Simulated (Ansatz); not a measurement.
A nudged elastic band was laid between two geometries of a periodic cell of 13 atoms, Y12S (surface Y(0001), adsorbate S).

Method: DFT PBE-D3(BJ), scalar-relativistic, plane waves, PAW (Ansatz 0.2.0). Settings: cutoff 420 eV, k mesh 3x3x1, gaussian smearing 0.05 eV, no spin polarisation.

```json
{"movable images": "5", "climbing image": "yes", "spring": "2.0 eV/Å²", "optimiser": "quadratic models (default)", "start path": "IDPP", "force threshold": "0.05 eV/Å", "iteration limit": "80", "end points": "relaxed", "atoms held": "1 to 4"}
```

Image 0:

```xyz
13
Lattice="7.3000 0.0000 0.0000 3.6500 6.3220 0.0000 0.0000 0.0000 18.7341" Properties=species:S:1:pos:R:3
Y 0.000 0.000 1.000
Y 3.650 0.000 1.000
Y 1.825 3.161 1.000
Y 5.475 3.161 1.000
Y 0.000 2.106 3.787
Y 3.650 2.107 3.720
Y 1.827 5.269 3.786
Y 5.474 5.269 3.787
Y 0.000 0.000 6.453
Y 3.651 -0.051 6.628
Y 1.781 3.187 6.628
Y 5.522 3.188 6.626
S 7.301 4.215 8.310
```

Image 6:

Only the atoms that move by more than 0.05 Å are listed.
```
Y6 3.649 2.108 3.787
Y8 5.475 5.268 3.720
Y9 -0.044 0.026 6.628
Y10 3.697 0.027 6.626
Y11 1.825 3.161 6.453
Y12 5.476 3.110 6.628
S13 9.126 7.376 8.310
```

Problem. What changes between the two ends?

Solution. Contacts lost: Y11–S13. Contacts made: Y9–S13. The atom that moves furthest is S13, by 3.65 Å.

Problem. Give the energies along the band, and the barrier.

Solution. The run converged. The highest image is number 4 of 0 to 6, 0.33 eV above the ends, which have the same energy within 2 meV. The profile has 2 maxima (images 1, 4) with wells between them (image 3): this band takes more than one step, which may be the mechanism or a detour left from its start path. By the program's own check the climbing image is a first-order saddle point (lowest curvatures found: -1.44 and 0.25 eV/Å²). Limits of this set-up: coarse k mesh, thin slab, slab without dipole correction.

```tsv
image	path coordinate (Å)	energy (eV)	Y11–S13 (Å)	Y9–S13 (Å)
0	0.00	0.00	2.66	4.60
1	0.86	0.22	2.59	3.84
2	1.71	0.20	2.59	2.97
3	2.57	0.05	2.71	2.63
4	3.43	0.33	3.42	2.57
5	4.06	0.11	4.10	2.61
6	4.69	0.00	4.60	2.66
```

Problem. What is the geometry of the highest image?

Solution. 
```xyz
13
Lattice="7.3000 0.0000 0.0000 3.6500 6.3220 0.0000 0.0000 0.0000 18.7341" Properties=species:S:1:pos:R:3
Y 0.000 0.000 1.000
Y 3.650 0.000 1.000
Y 1.825 3.161 1.000
Y 5.475 3.161 1.000
Y 0.017 2.091 3.796
Y 3.634 2.091 3.796
Y 1.826 5.260 3.722
Y 5.475 5.199 3.730
Y 0.044 -0.023 6.526
Y 3.607 -0.023 6.526
Y 1.826 3.312 6.577
Y 5.475 2.951 6.635
S 9.126 6.264 8.295
```

The band took 10 iterations and about 40 core-minutes.

Run time: 10 min on 4 threads of Intel(R) Xeon(R) Platinum 8488C (Sapphire Rapids) (shared host), peak memory 3 GiB.
